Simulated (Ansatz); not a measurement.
Ideal-gas functions of `[SnH4]` at 800 K and 1 bar, from an Ansatz frequency run at PBE0-D4/def2-TZVP.

Molar mass 122.74 g/mol, point group Td (symmetry number 12), electronic degeneracy 1, moments of inertia 7.803, 7.803, 7.803 u Å². Harmonic wavenumbers (cm⁻¹, unscaled): 686, 686, 686, 756, 756, 1960, 1961, 1961, 1961.

Use S(trans) = R[1.5 ln M + 2.5 ln T − 1.1517]; rotational temperatures θ = 24.2544 K / I; S(rot) = R[ln(√π/σ · √(T³/θAθBθC)) + 1.5]; for each mode x = 1.438777 ν̃/T, S = R[x/(eˣ − 1) − ln(1 − e⁻ˣ)] and H = RT x/(eˣ − 1); 1 cm⁻¹ = 0.0119627 kJ/mol; R = 8.31446 J/(mol·K).

Question: By hand: the entropy, in J/(mol·K).

Answer: Translation 189.4. Rotation: θ = 3.1083, 3.1083, 3.1083 K, giving 65.8. Vibration, mode by mode: 7.08, 7.08, 7.08, 6.37, 6.37, 1.14, 1.14, 1.14, 1.14, in all 38.5. Electronic 0.0. Sum 293.7 J/(mol·K).

Question: By hand: H − E and G − E in kJ/mol, counted from the electronic energy.

Answer: Zero-point energy ½ × 11413 × 0.0119627 = 68.3; thermal vibration 19.2; translation, rotation and pV give 4 RT = 26.6. H − E = 114.1 kJ/mol, and G − E = 114.1 − 800 × 293.7/1000 = -120.9 kJ/mol.

Vibration gives 13 % of the entropy.
